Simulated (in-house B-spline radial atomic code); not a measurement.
Configurations of neutral iodine, with energies counted from [Kr] 4d10 5s2 (5p1/2)2 (5p3/2)3. All numbers are computed (Dirac-Hartree-Fock, average of each configuration as written; Fermi nucleus of rms radius 4.75 fm) with a radial B-spline atomic code at the basis-set limit, not measured. Energies include first-order Breit, QED and recoil terms.

Occupations are held fixed; configurations that lie above the ionisation limit could autoionise.

| configuration | E - E(ref) (eV) | highest orbital | its <r> (bohr) |
| --- | --- | --- | --- |
| [Kr] 4d10 (4f7/2)1 5s1 (5p1/2)2 (5p3/2)3 | 21.985 | 4f7/2 | 17.95 |
| [Kr] (4d3/2)4 (4d5/2)5 5s2 (5p1/2)2 (5p3/2)3 (6f5/2)1 | 56.536 | 6f5/2 | 47.9 |
| [Ar] 3d10 4s2 (4p1/2)1 (4p3/2)4 4d10 5s2 (5p1/2)2 (5p3/2)3 (6d5/2)1 | 152.55 | 6d5/2 | 17.72 |
| [Ar] (3d3/2)4 (3d5/2)5 4s2 4p6 4d10 5s2 (5p1/2)2 (5p3/2)3 (6g7/2)1 | 627.7 | 6g7/2 | 44 |

(1) Order these further configurations by energy, lowest first.
A. [Ar] (3d3/2)3 (3d5/2)6 4s2 4p6 4d10 5s2 (5p1/2)1 (5p3/2)4 7s1
B. [Kr] 4d10 5s2 (5p1/2)1 (5p3/2)3 (7f7/2)1
C. [Ar] (3d3/2)4 (3d5/2)5 4s2 4p6 4d10 5s2 (5p1/2)1 (5p3/2)4 (8p3/2)1
D. [Kr] 4d10 5s1 (5p1/2)1 (5p3/2)4 (6d3/2)1
E. [Kr] 4d10 5s2 (5p1/2)1 (5p3/2)4

Results:

(1) E (0.94774 eV), B (10.553 eV), D (22.964 eV), C (628.67 eV), A (639.35 eV).
